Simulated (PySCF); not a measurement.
Distances in Å between the heavy atoms of a computed structure (PBE0-D3(BJ)/def2-SVP; lower triangle, same order across):
```
C1    0.00
C2    1.52  0.00
N3    2.48  1.46  0.00
B4    3.39  2.53  1.44  0.00
C5    4.65  3.87  2.51  1.51  0.00
C6    5.01  4.27  2.81  2.49  1.38  0.00
C7    4.41  3.70  2.39  2.84  2.44  1.42  0.00
C8    3.19  2.41  1.36  2.44  2.82  2.42  1.37  0.00
```

Hydrogens: 3 on C1, 2 on C2, 1 on B4, 1 on C5, 1 on C6, 1 on C7, 1 on C8.

Neutral, closed shell.

Task: Read off the bonds between heavy atoms and their formal orders.

Result: C1–C2 (single); C2–N3 (single); N3–B4 (single); B4–C5 (single); C5–C6 (double); C6–C7 (single); C7–C8 (double); N3–C8 (single). The aromatic marks follow RDKit's electron count.

Task: Give the structure as a SMILES string.

Result: `CCN1BC=CC=C1`, C6H10BN, N-ethyl-1,2-azaborine. Among its features: C=C double bond and three-coordinate boron.

Task: Which rings does it hold (smallest set)?

Result: N3–B4–C5–C6–C7–C8 (6 members, 0.00 Å rms from planarity).

Task: Describe the place of each heavy atom.

Result: C1: methyl carbon; C2: sp3 carbon bound to nitrogen; N3: ring nitrogen; B4: ring boron; C5: unsaturated ring CH carbon; C6: unsaturated ring CH carbon; C7: unsaturated ring CH carbon; C8: unsaturated ring CH carbon.

Conformer computed: `[CH3:1][CH2:2][N:3]1[BH:4][CH:5]=[CH:6][CH:7]=[CH:8]1`: C1–C2–N3–B4 -93°.
